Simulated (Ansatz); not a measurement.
A nudged elastic band was laid between two geometries of C2H4BBrClN (10 atoms, charge 0, multiplicity 1).

All numbers below come from Ansatz, RKS BHLYP/def2-SVP.

```
movable images  : 7
climbing image  : yes
spring          : 5.0 eV/Å²
optimiser       : quadratic models (default)
start path      : IDPP
force threshold : 0.05 eV/Å
iteration limit : 35
end points      : relaxed
```

First end point:

```xyz
10
Properties=species:S:1:pos:R:3
B -0.568 -1.869 -0.022
C 0.253 -0.605 -0.002
Cl 2.024 -0.748 0.014
C -0.187 0.690 0.005
N 0.589 1.776 0.022
Br -2.026 1.104 -0.010
H -0.022 -2.933 -0.026
H -1.762 -1.812 -0.034
H 0.196 2.697 0.026
H 1.587 1.648 0.030
```

Last end point:

```xyz
10
Properties=species:S:1:pos:R:3
B -0.567 -1.870 -0.022
C 0.253 -0.605 -0.003
Cl 2.025 -0.747 0.013
C -0.187 0.690 0.004
N 0.588 1.776 0.021
Br -2.027 1.103 -0.011
H -0.022 -2.934 -0.026
H -1.761 -1.811 -0.033
H 1.586 1.650 0.031
H 0.194 2.697 0.027
```

Question: What changes between the two ends?

Answer: No bond is made or broken. The dihedral Br6–C4–N5–H9 goes from 0 to 180°. The two ends are copies of one structure, up to a mirror image or an exchange of like atoms.

Question: What energy profile does the band end with?

Answer: The run converged. The highest image is number 4 of 0 to 8, 63.3 kJ/mol above the ends, which have the same energy within 2 meV. A vibrational analysis at the climbing image gives one clearly imaginary mode, 434i cm⁻¹: a first-order saddle point.

| image | path coordinate (Å) | energy (kJ/mol) | dihedral Br6–C4–N5–H9 (°) |
| --- | --- | --- | --- |
| 0 | 0.00 | 0.0 | 0 |
| 1 | 0.48 | 7.3 | 35 |
| 2 | 0.97 | 28.7 | 67 |
| 3 | 1.45 | 52.9 | 95 |
| 4 | 1.93 | 63.3 | 121 |
| 5 | 2.42 | 52.8 | 143 |
| 6 | 2.90 | 28.7 | 162 |
| 7 | 3.38 | 7.3 | 176 |
| 8 | 3.87 | 0.0 | 180 |

Question: What is the geometry of the highest image?

Answer: 
```xyz
10
Properties=species:S:1:pos:R:3:forces:R:3
B -0.566 -1.836 0.155 0.00 0.01 0.00
C 0.194 -0.495 0.135 -0.01 -0.01 0.00
Cl 1.892 -0.554 0.608 0.01 0.00 0.00
C -0.263 0.730 -0.199 0.00 0.00 0.00
N 0.474 1.913 -0.199 0.01 0.00 0.00
Br -2.065 0.974 -0.732 0.00 0.00 0.00
H 0.014 -2.828 0.482 0.00 0.00 0.00
H -1.716 -1.881 -0.151 0.00 0.00 0.00
H 0.848 2.095 0.725 0.00 0.00 0.00
H 1.270 1.831 -0.821 0.00 0.00 0.00
```

Question: What are the harmonic wavenumbers there?

Answer: 434i, 111, 176, 222, 279, 306, 346, 378, 574, 615, 687, 825, 926, 1034, 1131, 1221, 1227, 1296, 1638, 1685, 2682, 2785, 3604, 3675 cm⁻¹.

The run took 15 min on 2 threads of Arm Neoverse N1 (shared host), peak memory 0.37 GiB.
